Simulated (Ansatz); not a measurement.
Stretching the C1–N2 bond in CH3N (SMILES C=N) (multiplicity 1 held, fragments rigid). Energies count from the point at 1.263 Å.
Geometry at that point (charge 0, multiplicity 1):
```xyz
5

C     -0.5574     0.1786     0.0105
N      0.6030    -0.3199    -0.0120
H     -1.4180    -0.4908     0.0213
H     -0.7786     1.2508     0.0202
H      1.3198     0.4081    -0.0201
```

Restricted levels (R-, RO-) in cc, def2 and unpolarised 6-31G sets keep to the state of the molecule at rest. U- levels take the lowest unrestricted solution at each point, which mixes spins at long bonds. Curves can end on different states.

Run with Ansatz (a first-principles code). Each number belongs to the level named beside it.

Energies in kcal/mol.

```csv
R (Å),R-HF/cc-pVTZ,U-HF/cc-pVTZ,R-r2SCAN/cc-pVTZ,R-wB97X-V/cc-pVTZ
1.011,88.8,88.8,93.3,94.9
1.137,14.2,14.2,17.6,17.9
1.263,0.0,0.0,0.0,0.0
1.389,15.3,10.6,10.1,11.0
1.516,43.9,28.2,32.4,35.0
1.705,94.3,57.6,72.2,78.8
1.895,139.7,81.1,110.2,121.7
2.211,174.2,94.9,160.7,178.8
2.526,184.1,96.7,194.9,207.4
2.905,188.1,96.5,219.3,219.0
3.411,189.8,96.2,233.8,224.3
4.042,190.6,96.1,238.8,226.4
```

Doubts at one or more of the structures used: a restricted determinant that unrestricted orbitals would lower (R-HF/cc-pVTZ, R-r2SCAN/cc-pVTZ, R-wB97X-V/cc-pVTZ); a spin-contaminated determinant (U-HF/cc-pVTZ).
